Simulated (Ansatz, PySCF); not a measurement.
W(S)2(Cl)(NH2) (ClH2NS2W), SMILES [S]=[W](=[S])([NH2])[Cl], multiplicity 1. Atoms are numbered in the order given.

```xyz
7

W      0.0412    -0.1173     0.0000
S      0.9655     0.6874    -1.7649
S      0.9655     0.6874     1.7649
Cl    -2.2037     0.3519     0.0000
N      0.3543    -2.0215     0.0000
H      0.5210    -2.5741     0.8484
H      0.5210    -2.5741    -0.8484
```
Charge 0, spin multiplicity 1.

Geometry optimised at PBE-D3(BJ)/def2-SVP. The multiplicity is an assumed one; no other spin state was optimised. The structure was generated by enumeration; whether it is a known compound was not checked. The def2 effective core potentials stand for the cores of W; spin–orbit coupling is left out. The values are those of a single conformer.

Vertical ionisation energy (IE) and electron affinity (EA) in eV. Rows of orbital energies are one-electron estimates. Where ΔSCF, EOM or ADC give a negative EA the extra electron is unbound and the value depends on the basis.

| level | IE | EA |
|---|---|---|
| −ε(HOMO), −ε(LUMO), HF/def2-TZVP (PySCF) | 9.75 | -0.10 |
| −ε(HOMO), −ε(LUMO), PBE/def2-TZVP (PySCF) | 6.25 | 3.66 |
| ΔSCF, CAM-B3LYP/def2-SVPD (Ansatz), final states of multiplicity 2 and 2 | (withheld) | (withheld) |
| ΔSCF, PBE/def2-SVPD (Ansatz), final states of multiplicity 2 and 2 | 9.06 | 1.28 |

### Question
Fill in the missing entries. (Estimate from the structure and the level; the computed values follow.)

### Answer

- ΔSCF, CAM-B3LYP/def2-SVPD (Ansatz, an electronic-structure program), final states of multiplicity 2 and 2, IE: 9.28
- ΔSCF, CAM-B3LYP/def2-SVPD (Ansatz), final states of multiplicity 2 and 2, EA: 1.71

### Question
What vertical singlet–triplet gap does ΔSCF give with CAM-B3LYP/def2-SVPD (Ansatz) and with PBE/def2-SVPD (Ansatz)? (An estimate is asked for; the answer gives what the named calculation found.)

### Answer
2.26 and 2.53 eV (triplet above singlet where positive).
